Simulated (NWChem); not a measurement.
System: C3H2N2O; SMILES O=C1N=CC=N1

NWChem input:

```
start job
memory heap 200 mb stack 900 mb global 1100 mb
geometry units angstroms noautoz
  O      0.000000     0.000000    -1.950655
  C      0.000000     0.000000    -0.763601
  N      0.000000     1.197880     0.057297
  C      0.000000     0.754670     1.249493
  C      0.000000    -0.754670     1.249493
  N      0.000000    -1.197880     0.057297
  H      0.000000     1.400871     2.134070
  H      0.000000    -1.400871     2.134070
end
basis spherical
  * library def2-tzvp
end
dft
  xc hfexch
  iterations 150
  semidirect filesize 400000000
  mulliken
end
task dft energy
```

Output (shortened):

```
             Northwest Computational Chemistry Package (NWChem) 7.3.0
             --------------------------------------------------------

 C2V symmetry detected

                             Geometry "geometry" -> ""
                             -------------------------

 Output coordinates in angstroms (scale by  1.889725989 to convert to a.u.)

  No.       Tag          Charge          X              Y              Z
 ---- ---------------- ---------- -------------- -------------- --------------
    1 O                    8.0000     0.00000000     0.00000000    -1.94773519
    2 C                    6.0000     0.00000000     0.00000000    -0.76068119
    3 N                    7.0000     0.00000000     1.19788000     0.06021681
    4 C                    6.0000     0.00000000     0.75467000     1.25241281
    5 C                    6.0000     0.00000000    -0.75467000     1.25241281
    6 N                    7.0000     0.00000000    -1.19788000     0.06021681
    7 H                    1.0000     0.00000000     1.40087100     2.13698981
    8 H                    1.0000     0.00000000    -1.40087100     2.13698981

 Effective nuclear repulsion energy (a.u.)     206.7742984780

      Symmetry information
      --------------------

 Group name             C2v
 Group number             16
 Group order               4
 No. of unique centers     5

  xc_inp: hfexch multiplicative factor not found.

                                 NWChem DFT Module
                                 -----------------

 Summary of "ao basis" -> "ao basis" (spherical)
 ------------------------------------------------------------------------------
       Tag                 Description            Shells   Functions and Types
 ---------------- ------------------------------  ------  ---------------------
 O                         def2-tzvp                11       31   5s3p2d1f
 C                         def2-tzvp                11       31   5s3p2d1f
 N                         def2-tzvp                11       31   5s3p2d1f
 H                         def2-tzvp                 4        6   3s1p

      Symmetry analysis of basis
      --------------------------

        a1         75
        a2         27
        b1         35
        b2         61

            General Information
            -------------------
          SCF calculation type: DFT
          Wavefunction type:  closed shell.
          No. of atoms     :     8
          No. of electrons :    42
           Alpha electrons :    21
            Beta electrons :    21
          Charge           :     0
          Spin multiplicity:     1
          Use of symmetry is: on ; symmetry adaption is: on
          Maximum number of iterations: 150
          AO basis - number of functions:   198
                     number of shells:    74
          Convergence on energy requested:  1.00D-06
          Convergence on density requested:  1.00D-05
          Convergence on gradient requested:  5.00D-04

              XC Information
              --------------
                     Hartree-Fock (Exact) Exchange  1.000

      Superposition of Atomic Density Guess
      -------------------------------------

 Sum of atomic energies:        -297.42101388

      Non-variational initial energy
      ------------------------------

 Total energy =    -300.686097
 1-e energy   =    -813.506353
 2-e energy   =     306.045958
 HOMO         =      -0.346152
 LUMO         =      -0.139198

      Symmetry analysis of molecular orbitals - initial
      -------------------------------------------------

  Numbering of irreducible representations:

     1 a1          2 a2          3 b1          4 b2

  Orbital symmetries:

     1 a1          2 a1          3 b2          4 a1          5 b2
     6 a1          7 a1          8 a1          9 b2         10 a1
    11 b2         12 a1         13 a1         14 b1         15 b2
    16 a1         17 b1         18 b2         19 a2         20 b2
    21 a1         22 b1         23 a2         24 b1         25 a1
    26 b2         27 a1         28 a1         29 b2         30 a1
    31 b2

------------------------------------------------------------
EAF file 0: "./job.aoints.0" size=277872640 bytes
------------------------------------------------------------
               write      read    awrite     aread      wait
               -----      ----    ------     -----      ----
     calls:      530         0         0         0         0
   data(b): 2.78e+08  0.00e+00  0.00e+00  0.00e+00
   time(s): 0.00e+00  0.00e+00  0.00e+00  0.00e+00  0.00e+00
rate(mb/s): 0.00e+00  0.00e+00
------------------------------------------------------------

     ---------------------------------------------
      Total Density - Mulliken Population Analysis
     ---------------------------------------------

    Atom       Charge   Shell Charges
 -----------   ------   -------------------------------------------------------
    1 O    8     8.73   0.79  1.18  0.61  0.96  0.28  2.01  2.10  0.77  0.00  0.02  0.00
    2 C    6     5.07   0.86  1.12  0.52  0.53  0.07  0.88  0.75  0.14  0.05  0.12  0.02
    3 N    7     7.57   0.82  1.15  0.60  0.89  0.20  1.50  1.73  0.61  0.01  0.04  0.00
    4 C    6     5.69   0.86  1.12  0.56  0.60  0.11  1.05  1.03  0.26  0.03  0.06  0.01
    5 C    6     5.69   0.86  1.12  0.56  0.60  0.11  1.05  1.03  0.26  0.03  0.06  0.01
    6 N    7     7.57   0.82  1.15  0.60  0.89  0.20  1.50  1.73  0.61  0.01  0.04  0.00
    7 H    1     0.84   0.24  0.46  0.13  0.02
    8 H    1     0.84   0.24  0.46  0.13  0.02

[...]
```

Level: Hartree-Fock/def2-TZVP. The geometry was optimised at PBE0/def2-SVP.
